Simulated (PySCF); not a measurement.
Bonds (- single, = double, # triple, : aromatic): C1-C2, C2=C3, C3-C4, C4:C5, C5:C6, C6:C7, C7:C8, C8:C9, C9-P10, P10-C2, C9:C4. C1 carries H11, H12, H13; C3 carries H14; C5 carries H15; C6 carries H16; C7 carries H17; C8 carries H18; P10 carries H19, H20. Formal charges: P10 +1.

Total charge +1.

Geometry: PBE0-D3(BJ)/def2-SVP; GIAO absolute shieldings from PySCF 2.14, gas phase, non-relativistic, averaged over equivalent atoms.

At PBE0/pcSseg-1 (227 basis functions, 58 s wall time on 1 thread of an Arm Neoverse V2, shared host):
| atoms | σ (ppm) |
| --- | --- |
| C3 | 19.8 |
| C4 | 33.5 |
| C6 | 37.0 |
| C7 | 44.1 |
| C8 | 44.8 |
| C5 | 48.3 |
| C2 | 62.4 |
| C9 | 73.2 |
| C1 | 167.5 |
| P10 | 364.1 |
| H16 | 22.90 |
| H18 | 23.12 |
| H17 | 23.16 |
| H15 | 23.19 |
| H14 | 23.47 |
| H19/H20 | 24.50 |
| H11/H12/H13 | 28.62 |

Predict the values at CAM-B3LYP/pcSseg-1 on the same geometry.

Results:


| atoms | σ at CAM-B3LYP/pcSseg-1 | change |
| --- | --- | --- |
| C3 | 14.4 | -5.4 |
| C4 | 27.8 | -5.7 |
| C6 | 31.1 | -5.9 |
| C7 | 38.9 | -5.2 |
| C8 | 39.4 | -5.4 |
| C5 | 43.3 | -5.0 |
| C2 | 57.8 | -4.6 |
| C9 | 68.3 | -4.9 |
| C1 | 166.8 | -0.7 |
| P10 | 353.5 | -10.6 |
| H16 | 22.98 | +0.08 |
| H18 | 23.21 | +0.09 |
| H17 | 23.26 | +0.10 |
| H15 | 23.29 | +0.10 |
| H14 | 23.53 | +0.06 |
| H19/H20 | 24.66 | +0.16 |
| H11/H12/H13 | 28.74 | +0.12 |

The largest change is at P10 (phosphorus bonded to 2 C, 2 H, in a 5-membered ring). Cost: 227 basis functions, 67 s wall time on 1 thread of an Arm Neoverse V2, shared host. The order of the carbon signals is the same at both levels.
